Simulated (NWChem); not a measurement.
System meant: C₄H₅N; SMILES C/C=C/C#N

NWChem input:

```
start job
memory heap 200 mb stack 900 mb global 1100 mb
geometry units angstroms noautoz
  C      0.012713    -2.315219     0.000000
  C      0.385499    -0.876688     0.000000
  C     -0.492048     0.140048     0.000000
  C     -0.093351     1.509949     0.000000
  N      0.212548     2.629241     0.000000
  H     -1.076714    -2.460472     0.000000
  H      0.434016    -2.825385     0.882236
  H      0.434016    -2.825385    -0.882236
  H      1.455531    -0.637841     0.000000
  H     -1.571400    -0.048272     0.000000
end
basis spherical
  * library def2-svp
end
dft
  odft
  mult 2
  xc xpbe96 cpbe96
  iterations 150
  mulliken
end
task dft energy
```

End of the output:

```
 Summary of "ao basis" -> "" (spherical)
 ------------------------------------------------------------------------------
       Tag                 Description            Shells   Functions and Types
 ---------------- ------------------------------  ------  ---------------------
 *                          def2-svp                  on all atoms

  pbe96 is a nonlocal functional; adding pw91lda local functional.

                                 NWChem DFT Module
                                 -----------------

 Summary of "ao basis" -> "ao basis" (spherical)
 ------------------------------------------------------------------------------
       Tag                 Description            Shells   Functions and Types
 ---------------- ------------------------------  ------  ---------------------
 C                          def2-svp                 6       14   3s2p1d
 N                          def2-svp                 6       14   3s2p1d
 H                          def2-svp                 3        5   2s1p

 Summary of "ao basis" -> "ao basis" (spherical)
 ------------------------------------------------------------------------------
       Tag                 Description            Shells   Functions and Types
 ---------------- ------------------------------  ------  ---------------------
 C                          def2-svp                 6       14   3s2p1d
 N                          def2-svp                 6       14   3s2p1d
 H                          def2-svp                 3        5   2s1p

      Symmetry analysis of basis
      --------------------------

        a'         67
        a"         28

  number of electrons :                   36
  multiplicity        :                    2
 ------------------------------------------------------------------------
  no. of electrons and multiplicity not compatible                  36
 ------------------------------------------------------------------------
 ------------------------------------------------------------------------
  current input line :
    25: task dft energy
 ------------------------------------------------------------------------
 ------------------------------------------------------------------------
 There is an error in the input file
 ------------------------------------------------------------------------
 For more information see the NWChem manual at https://nwchemgit.github.io

0: no. of electrons and multiplicity not compatible:Received an Error in Communication
```

Find the fault in this run and fix the input.

The program refused the input. Cause: the multiplicity doesn't fit the number of electrons (an even count wants an odd multiplicity, and the reverse). This input runs:
```
start job
memory heap 200 mb stack 900 mb global 1100 mb
geometry units angstroms noautoz
  C      0.012713    -2.315219     0.000000
  C      0.385499    -0.876688     0.000000
  C     -0.492048     0.140048     0.000000
  C     -0.093351     1.509949     0.000000
  N      0.212548     2.629241     0.000000
  H     -1.076714    -2.460472     0.000000
  H      0.434016    -2.825385     0.882236
  H      0.434016    -2.825385    -0.882236
  H      1.455531    -0.637841     0.000000
  H     -1.571400    -0.048272     0.000000
end
basis spherical
  * library def2-svp
end
dft
  xc xpbe96 cpbe96
  iterations 150
  mulliken
end
task dft energy
```
It converges to -209.72385 Ha (PBE/def2-SVP).
